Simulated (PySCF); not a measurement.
Working out the ionisation energy of Kr²⁺

Kr²⁺ [Ar] 3d10 4s2 4p4 (3P) → Kr³⁺ [Ar] 3d10 4s2 4p3 (4S). All numbers are calculated (PySCF 2.14, no relativity, point nucleus, in def2-QZVPPD (12s8p5d4f1g, 98 functions)). Frozen: [Ne]. Energies in hartree (1 hartree = 27.21139 eV):

```json
{"part": "UHF", "Kr²⁺ (lower)": "-2750.720805", "Kr³⁺ (upper)": "-2749.460856"}
{"part": "MP2 opposite-spin", "Kr²⁺ (lower)": "-0.501967", "Kr³⁺ (upper)": "-0.472187"}
{"part": "MP2 same-spin", "Kr²⁺ (lower)": "-0.253723", "Kr³⁺ (upper)": "-0.247707"}
```

What does Hartree-Fock give?

(-2749.460856) − (-2750.720805) = 1.259949 hartree = 34.285 eV.

What do MP2 and SCS-MP2 (6/5 opposite-spin, 1/3 same-spin) give?

The opposite-spin parts differ by 0.810 eV and the same-spin parts by 0.164 eV. MP2: 34.285 + (0.810) + (0.164) = 35.259 eV. SCS-MP2: 34.285 + 1.2 × (0.810) + (0.164)/3 = 35.312 eV.

A first-order spin-orbit estimate adds 0.218 eV to MP2 (valence and next inner shell), giving 35.477 eV against 35.838 ± 0.02 eV (measured; NIST Atomic Spectra Database, ionization energies).

The calculation is non-relativistic.

What remains against the reference includes basis incompleteness, the frozen core and correlation beyond second order.
